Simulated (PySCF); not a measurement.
## Spinor energies of Mo(2+) (molybdenum, charge +2)

Start: [Kr] 4d3 5s1; 4d5/2 filled at m_j = +1/2, +3/2, +5/2; 5s1/2 filled at m_j = +1/2. Calculated with PySCF 2.14 in x2c-TZVPall-2c: generalised Hartree-Fock with the X2C-1e Hamiltonian and a Gaussian nucleus; one run each with spin-orbit coupling (SO) switched off, then screened by Boettger's factors. This is a chosen level, not necessarily the ground level.

| spinor shell | electrons | ε, spin-free (eV) | ε, screened SO (eV) | weight of nominal j (screened SO) | rms radius, screened SO (bohr) |
| --- | --- | --- | --- | --- | --- |
| 1s1/2 | 2 | -20131.2 | -20130.1 | 1.000 | 0.0404 |
| 2s1/2 | 2 | -2939.4 | -2939.1 | 1.000 | 0.166 |
| 2p1/2 | 2 | -2623.7 | -2697.2 | 1.000 | 0.145 |
| 2p3/2 | 4 | -2623.7 | -2589.3 | 1.000 | 0.149 |
| 3s1/2 | 2 | -552.60 | -552.57 | 1.000 | 0.456 |
| 3p1/2 | 2 | -446.28 | -458.90 | 1.000 | 0.455 |
| 3d3/2 | 4 | -273.33 | -275.33 | 0.979 | 0.452 |
| 3d5/2 | 6 | -273.33 | -272.00 | 0.986 | 0.455 |
| 4s1/2 | 2 | -102.47 | -102.48 | 1.000 | 1.17 |
| 4p3/2 | 4 | -70.484 | -69.187 | 0.870 | 1.31 |
| 4p1/2 | 2 | -70.484 | -73.265 | 0.741 | 1.30 |
| 4d5/2 | 3 | -31.276 | -31.232 | 0.765 | 1.78 |
| 5s1/2 | 1 | -22.239 | -22.244 | 1.000 | 3.14 |

Where does 3p3/2 lie, and what is the 3p spin-orbit splitting (screened SO)?

At -440.40 eV, 18.500 eV above 3p1/2.

| quantity | spin-free | screened SO |
| --- | --- | --- |
| E (hartree) | -4045.01792 | -4045.48847 |
| M_J | 5 | 5 |
| ⟨J²⟩ | 30.008 | 30.008 |
| ⟨L²⟩ | 12.006 | 12.070 |
| ⟨S²⟩ | 6.001 | 5.983 |

Each row is a mean over spinors that exchange with the open shell spreads, by up to 7.868 eV (4p3/2).

Rows whose weight is well below 1 are mixtures of j = l ± 1/2: exchange outweighs spin-orbit coupling there, and the label is only the starting occupation.

Breit and QED terms are absent; they matter most for the inner s and p1/2 levels.

Densities and radii are taken from the X2C orbitals without a picture-change correction, which distorts them close to the nucleus.

Without spin-orbit coupling the j labels of p, d and f shells carry no meaning; the spin-free column gives the mean over the occupied spinors of each nl shell.
